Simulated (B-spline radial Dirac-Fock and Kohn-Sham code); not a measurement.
# Tb⁴⁺: eigenvalues, ΔSCF and the reference

System: terbium as Tb⁴⁺, [Xe] 4f7.

The density-functional columns are spherical, spin-unpolarised Dirac-Kohn-Sham results without Breit or QED terms: −ε is minus the orbital energy of the initial state and ΔSCF the difference of two total energies. The reference in the last column comes from Dirac-Fock energy differences between relaxed states, corrected for Breit and QED terms. All numbers are from a B-spline atomic structure program, in eV; a selection of levels is shown. The Kohn-Sham columns are given as differences from the reference. For the 1s level of heavy atoms much of the gap between ΔSCF and the reference is the Breit and QED part, -227.0 eV here; for other levels the error of the functional can be larger.

| level | LDA −ε − DF | LDA ΔSCF − DF | PBE −ε − DF | PBE ΔSCF − DF | Dirac-Fock |
| --- | --- | --- | --- | --- | --- |
| K (1s) | -254.5 | +214.2 | -206.4 | +263.8 | 52054.6 |
| L1 (2s) | -146.5 | -59.8 | -139.9 | -53.5 | 8775.6 |
| L2 (2p1/2) | -107.4 | +2.2 | -104.6 | +4.9 | 8314.2 |
| L3 (2p3/2) | -115.2 | -16.9 | -113.3 | -15.2 | 7576.4 |
| M1 (3s) | -74.1 | -46.6 | -72.3 | -44.9 | 2031.2 |
| M2 (3p1/2) | -58.9 | -29.9 | -58.2 | -29.2 | 1831.7 |
| M3 (3p3/2) | -58.0 | -30.8 | -57.6 | -30.4 | 1677.0 |
| M4 (3d3/2) | -37.6 | -5.8 | -37.8 | -6.0 | 1337.6 |
| M5 (3d5/2) | -38.3 | -7.2 | -38.5 | -7.5 | 1304.7 |
| N1 (4s) | -36.7 | -23.3 | -35.9 | -22.5 | 467.3 |
| N2 (4p1/2) | -29.4 | -16.2 | -29.1 | -15.8 | 387.7 |
| N3 (4p3/2) | -29.5 | -16.7 | -29.1 | -16.2 | 353.1 |
| N4 (4d3/2) | -16.5 | -4.0 | -16.5 | -4.1 | 220.5 |
| N5 (4d5/2) | -16.6 | -4.2 | -16.6 | -4.2 | 214.3 |
| N6,7 (4f) | -7.3 | +3.7 | -7.7 | +3.3 | 61.97 |
| O1 (5s) | -10.5 | -2.4 | -10.8 | -2.7 | 103.8 |
| O2 (5p1/2) | -5.8 | +1.8 | -6.1 | +1.5 | 78.03 |
| O3 (5p3/2) | -5.8 | +1.5 | -6.0 | +1.3 | 72.64 |

Values without a named source are computed, but for edge energies of neutral atoms, which are taken from tables.
